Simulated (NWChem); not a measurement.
All runs are NWChem calculations. System: 1,3,5-triazine (C$_{3}$H$_{3}$N$_{3}$), charge 0, spin multiplicity 1, at a geometry optimised with PBE0/def2-SVP. Level: RHF/def2-SVP.

Part of the output:

```
             Northwest Computational Chemistry Package (NWChem) 7.3.0
             --------------------------------------------------------

                                NWChem Input Module
                                -------------------

 Scaling coordinates for geometry "geometry" by  1.889725989
 (inverse scale =  0.529177249)

 Turning off AUTOSYM since
 SYMMETRY directive was detected!

                             Geometry "geometry" -> ""
                             -------------------------

 Output coordinates in angstroms (scale by  1.889725989 to convert to a.u.)

  No.       Tag          Charge          X              Y              Z
 ---- ---------------- ---------- -------------- -------------- --------------
    1 C                    6.0000     0.00000000     0.00000000     1.29061100
    2 N                    7.0000    -1.18206900     0.00000000     0.68246400
    3 C                    6.0000    -1.11770100     0.00000000    -0.64529900
    4 N                    7.0000     0.00000000     0.00000000    -1.36494000
    5 C                    6.0000     1.11770100     0.00000000    -0.64529900
    6 N                    7.0000     1.18206900     0.00000000     0.68246400
    7 H                    1.0000     0.00000000     0.00000000     2.38795600
    8 H                    1.0000    -2.06803100     0.00000000    -1.19397500
    9 H                    1.0000     2.06803100     0.00000000    -1.19397500

 Effective nuclear repulsion energy (a.u.)     212.5230271628

            Nuclear Dipole moment (a.u.)
            ----------------------------
        X                 Y               Z
 ---------------- ---------------- ----------------
     0.0000000000     0.0000000000     0.0000000000

      Symmetry information
      --------------------

 Group name             C2v
 Group number             16
 Group order               4
 No. of unique centers     6

      Symmetry unique atoms

     1    2    3    4    7    8


 Summary of "ao basis" -> "" (spherical)
 ------------------------------------------------------------------------------
       Tag                 Description            Shells   Functions and Types
 ---------------- ------------------------------  ------  ---------------------
 *                          def2-svp                  on all atoms

 Summary of "ao basis" -> "ao basis" (spherical)
 ------------------------------------------------------------------------------
       Tag                 Description            Shells   Functions and Types
 ---------------- ------------------------------  ------  ---------------------
 C                          def2-svp                 6       14   3s2p1d
 N                          def2-svp                 6       14   3s2p1d
 H                          def2-svp                 3        5   2s1p

                                 NWChem SCF Module
                                 -----------------

  ao basis        = "ao basis"
  functions       =    99
  atoms           =     9
  closed shells   =    21
  open shells     =     0
  charge          =   0.00
  wavefunction    = RHF
  use symmetry    = T
  symmetry adapt  = T

 Summary of "ao basis" -> "ao basis" (spherical)
 ------------------------------------------------------------------------------
       Tag                 Description            Shells   Functions and Types
 ---------------- ------------------------------  ------  ---------------------
 C                          def2-svp                 6       14   3s2p1d
 N                          def2-svp                 6       14   3s2p1d
 H                          def2-svp                 3        5   2s1p

      Symmetry analysis of basis
      --------------------------

        a1         41
        a2         11
        b1         31
        b2         16

 Forming initial guess at       0.0s

      Superposition of Atomic Density Guess
      -------------------------------------

 Sum of atomic energies:        -277.10481339

      Non-variational initial energy
      ------------------------------

 Total energy =    -280.855969
 1-e energy   =    -795.699483
 2-e energy   =     302.320487
 HOMO         =      -0.309458
[...]
 Convergence threshold     :          1.000E-07
 Maximum no. of iterations :          100
 Final Fock-matrix accuracy:          1.000E-09
 ----------------------------------------------

              iter       energy          gnorm     gmax       time
             ----- ------------------- --------- --------- --------
                 1     -278.3726340178  1.23D+00  3.76D-01      0.4
                 2     -278.4647811599  3.81D-01  1.03D-01      0.5
                 3     -278.4765340281  6.63D-02  1.95D-02      0.5
                 4     -278.4770370616  2.63D-03  1.05D-03      0.6
                 5     -278.4770391662  5.91D-06  1.46D-06      0.7
                 6     -278.4770391662  9.23D-09  2.40D-09      0.9

       Final RHF  results
       ------------------

         Total SCF energy =   -278.477039166181
      One-electron energy =   -797.684754981708
      Two-electron energy =    306.684688652702
 Nuclear repulsion energy =    212.523027162825

        Time for solution =      0.5s

       Symmetry analysis of molecular orbitals - final
       -----------------------------------------------

  Numbering of irreducible representations:

     1 a1          2 a2          3 b1          4 b2

  Orbital symmetries:

     1 a1          2 b1          3 a1          4 a1          5 a1
     6 b1          7 a1          8 b1          9 a1         10 a1
    11 b1         12 a1         13 b1         14 a1         15 b1
    16 b2         17 a1         18 a2         19 b2         20 a1
    21 b1         22 b2         23 a2         24 a1         25 a1
    26 b1         27 b2         28 a1         29 a1         30 b1
    31 b1

             Final eigenvalues
             -----------------

              1
    1  -15.5870
    2  -15.5870
    3  -15.5870
    4  -11.3474
    5  -11.3473
    6  -11.3473
    7   -1.3633
    8   -1.2108
    9   -1.2108
   10   -0.9282
   11   -0.9282
   12   -0.7608
   13   -0.7572
   14   -0.6194
   15   -0.6194
   16   -0.6183
   17   -0.5656
   18   -0.4447
   19   -0.4447
   20   -0.4416
   21   -0.4416
   22    0.0917
   23    0.0917
   24    0.2056
   25    0.2223
   26    0.2223
   27    0.3071
   28    0.3197
   29    0.3868
   30    0.3868
   31    0.4556

                       ROHF Final Molecular Orbital Analysis
                       -------------------------------------

 Vector   19  Occ=2.000000D+00  E=-4.447374D-01  Symmetry=b2
              MO Center= -7.1D-11, -3.6D-17, -2.3D-01, r^2= 2.6D+00
   Bfn.  Coefficient  Atom+Function         Bfn.  Coefficient  Atom+Function
  ----- ------------  ---------------      ----- ------------  ---------------
    47      0.377968  4 N  py                50     -0.312782  4 N  py
     5      0.282728  1 C  py                 8      0.193974  1 C  py
    19     -0.188980  2 N  py                75     -0.188980  6 N  py
    22      0.156389  2 N  py                78      0.156389  6 N  py

 Vector   20  Occ=2.000000D+00  E=-4.416402D-01  Symmetry=a1
              MO Center= -1.2D-16,  1.9D-17, -5.1D-01, r^2= 3.1D+00
   Bfn.  Coefficient  Atom+Function         Bfn.  Coefficient  Atom+Function
  ----- ------------  ---------------      ----- ------------  ---------------
    48      0.437373  4 N  pz                51     -0.354777  4 N  pz
    20      0.231501  2 N  pz                76      0.231501  6 N  pz
    23     -0.183333  2 N  pz                79     -0.183333  6 N  pz
    34      0.170395  3 C  pz                62      0.170395  5 C  pz
    44      0.150561  4 N  s

 Vector   21  Occ=2.000000D+00  E=-4.416372D-01  Symmetry=b1
              MO Center= -2.1D-14,  9.2D-18,  5.1D-01, r^2= 3.1D+00
   Bfn.  Coefficient  Atom+Function         Bfn.  Coefficient  Atom+Function
  ----- ------------  ---------------      ----- ------------  ---------------
    18      0.368747  2 N  px                74      0.368747  6 N  px
    21     -0.297629  2 N  px                77     -0.297629  6 N  px
     4      0.207127  1 C  px                46      0.162886  4 N  px

 Vector   22  Occ=0.000000D+00  E= 9.169992D-02  Symmetry=b2
              MO Center=  6.2D-11, -4.6D-16,  2.5D-01, r^2= 3.1D+00
   Bfn.  Coefficient  Atom+Function         Bfn.  Coefficient  Atom+Function
  ----- ------------  ---------------      ----- ------------  ---------------
     8      0.580903  1 C  py                50      0.454146  4 N  py
     5      0.389014  1 C  py                47     -0.294325  4 N  py
    36     -0.290445  3 C  py                64     -0.290445  5 C  py
    22     -0.227075  2 N  py                78     -0.227075  6 N  py
    33     -0.194506  3 C  py                61     -0.194506  5 C  py

 Vector   23  Occ=0.000000D+00  E= 9.170572D-02  Symmetry=a2
              MO Center= -6.2D-11, -3.3D-16, -2.5D-01, r^2= 3.1D+00
   Bfn.  Coefficient  Atom+Function         Bfn.  Coefficient  Atom+Function
  ----- ------------  ---------------      ----- ------------  ---------------
    36      0.503081  3 C  py                64     -0.503081  5 C  py
    22     -0.393309  2 N  py                78      0.393309  6 N  py
    33      0.336894  3 C  py                61     -0.336894  5 C  py
    19      0.254893  2 N  py                75     -0.254893  6 N  py

 Vector   24  Occ=0.000000D+00  E= 2.055743D-01  Symmetry=a1
              MO Center= -5.2D-16,  1.9D-18,  1.8D-04, r^2= 1.0D+01
   Bfn.  Coefficient  Atom+Function         Bfn.  Coefficient  Atom+Function
  ----- ------------  ---------------      ----- ------------  ---------------
    86      1.362833  7 H  s                 91      1.362689  8 H  s
    96      1.362689  9 H  s                  3     -0.856382  1 C  s
    31     -0.856300  3 C  s                 59     -0.856300  5 C  s
     9     -0.626275  1 C  pz                35      0.542299  3 C  px
    63     -0.542299  5 C  px                37      0.313102  3 C  pz

 center of mass
 --------------
 x =  -0.00000000 y =   0.00000000 z =  -0.00000014

 moments of inertia (a.u.)
 ------------------
         277.596802236980           0.000000000000           0.000000000000
           0.000000000000         555.194154098325           0.000000000000
           0.000000000000           0.000000000000         277.597351861345

  Mulliken analysis of the total density
  --------------------------------------

    Atom       Charge   Shell Charges
 -----------   ------   -------------------------------------------------------
    1 C    6     5.71   1.99  0.91  0.17  1.93  0.61  0.09
    2 N    7     7.38   1.99  1.01  0.55  2.34  1.45  0.03
    3 C    6     5.71   1.99  0.91  0.17  1.93  0.61  0.09
    4 N    7     7.38   1.99  1.01  0.55  2.34  1.45  0.03
    5 C    6     5.71   1.99  0.91  0.17  1.93  0.61  0.09
    6 N    7     7.38   1.99  1.01  0.55  2.34  1.45  0.03
    7 H    1     0.92   0.76  0.14  0.02
    8 H    1     0.92   0.76  0.14  0.02
    9 H    1     0.92   0.76  0.14  0.02

       Multipole analysis of the density wrt the origin
       ------------------------------------------------

     L   x y z        total         open         nuclear
     -   - - -        -----         ----         -------
     0   0 0 0     -0.000000      0.000000     42.000000

     1   1 0 0      0.000000      0.000000      0.000000
     1   0 1 0     -0.000000      0.000000      0.000000
     1   0 0 1      0.000044      0.000000      0.000000

     2   2 0 0    -26.332506      0.000000    153.936407
     2   1 1 0      0.000000      0.000000      0.000000
     2   1 0 1      0.000000      0.000000      0.000000
     2   0 2 0    -25.421440      0.000000      0.000000
     2   0 1 1     -0.000000      0.000000      0.000000
     2   0 0 2    -26.332472      0.000000    153.936100

 Task  times  cpu:        0.9s     wall:        0.9s

 Total times  cpu:        0.9s     wall:        0.9s
```

Problem. Write an NWChem input that would produce this output.

Solution. One answer among several that fit: 
```
start mol
memory heap 200 mb stack 900 mb global 1100 mb
geometry units angstroms nocenter noautoz
  C      0.000000     0.000000     1.290611
  N     -1.182069     0.000000     0.682464
  C     -1.117701     0.000000    -0.645299
  N      0.000000     0.000000    -1.364940
  C      1.117701     0.000000    -0.645299
  N      1.182069     0.000000     0.682464
  H      0.000000     0.000000     2.387956
  H     -2.068031     0.000000    -1.193975
  H      2.068031     0.000000    -1.193975
  symmetry group C2v
end
basis spherical
  * library def2-svp
end
scf
  rhf
  nopen 0
  maxiter 100
  thresh 1e-7
  semidirect memsize 60000000 filesize 0
end
task scf energy
```
